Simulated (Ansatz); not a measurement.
Molecule: C6H11, charge 0, multiplicity 2. It need not be the lowest isomer of its formula. 
Coordinates optimised at B3LYP-D3(BJ)/def2-TZVP (Ansatz, an electronic-structure program):
```
C
H 1 1.0932
C 1 1.4933 2 108.58
H 3 1.0814 1 120.16 2 -42.38
H 3 1.0827 4 117.98 1 166.63
C 1 1.5137 2 108.62 3 -117.64
C 6 1.3320 1 127.73 2 9.55
H 7 1.0866 6 117.20 1 179.24
H 6 1.0867 7 118.11 8 0.83
C 7 1.4969 8 115.03 6 179.87
H 10 1.0888 7 112.92 8 179.07
H 10 1.0938 11 108.00 2 119.62
H 10 1.0941 11 107.76 12 114.73
C 1 1.5324 2 108.47 11 -133.85
H 14 1.0910 1 110.91 2 59.73
H 14 1.0914 15 108.61 1 121.96
H 14 1.0929 15 107.93 16 116.79
```
Charge 0, spin multiplicity 2.

Wanted: atomisation energy (electronic, to ground-state atoms), in kJ/mol. Valence correlation only, unless marked. Open shells are spin-unrestricted. No spin-orbit coupling. Non-relativistic. The coupled-cluster limit lacks core correlation, which all-electron functionals hold. CBS marks a two-point X^-3 extrapolation of the correlation energy; Hartree-Fock from the larger set. The bracket is a focal-point correction in the basis named.

```
level                               program  atomisation energy (kJ/mol)
---------------------------  --------------  ---------------------------
r2SCAN-D3(BJ)/def2-TZVPD     Ansatz + dftd3                       6877.9
B3LYP/def2-TZVPD                     Ansatz                       6806.7
r2SCANh-D4/def2-TZVPD        Ansatz + dftd4                       6850.5
B2GP-PLYP-D3(BJ)/def2-TZVPD  Ansatz + dftd3                       6773.4
```

Problem. What does RI-MP2/CBS(cc-pVTZ,cc-pVQZ)+[CCSD(T)-MP2]/cc-pVTZ (Ansatz) give?

Solution. 6840.5 kJ/mol, so B2GP-PLYP-D3(BJ)/def2-TZVPD differs from it by -67.1 kJ/mol.
